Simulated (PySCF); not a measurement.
**Shapes and spin states of GaO2**

Level of theory: PBE0 in PySCF with Ga def2-TZVP, O def2-TZVP; no relativity; density-fitted integrals.

Relaxations began from a few typed shapes and spin states; open shells are unrestricted. The search is not exhaustive: other isomers or separated fragments can lie lower, and high-lying points may rest on an excited occupation.

```
   spin  group              bonds         angles  imaginary modes (cm⁻¹)  ΔE (kJ/mol)  ΔE with ZPE (kJ/mol)
doublet    D∞h  Ga–O 1.686 Å (×2)  O–Ga–O 180.0°                    none          0.0                   0.0
quartet    C2v  Ga–O 1.844 Å (×2)  O–Ga–O 110.1°                    none        156.8                 155.0
quartet    C2v  Ga–O 1.846 Å (×2)  O–Ga–O 111.1°                    none        157.3                 155.6
quartet    D∞h  Ga–O 1.918 Å (×2)  O–Ga–O 180.0°              204i, 204i        227.1                     –
```

The lowest minimum found is the doublet D∞h: Ga–O 1.686 Å (×2); O–Ga–O 180.0°.

For the lowest minimum: the spin densities have lower symmetry than the nuclear frame.

The electron or spin density has lower symmetry than the nuclear frame for the quartet C2v at 156.8 kJ/mol, quartet D∞h at 227.1 kJ/mol.
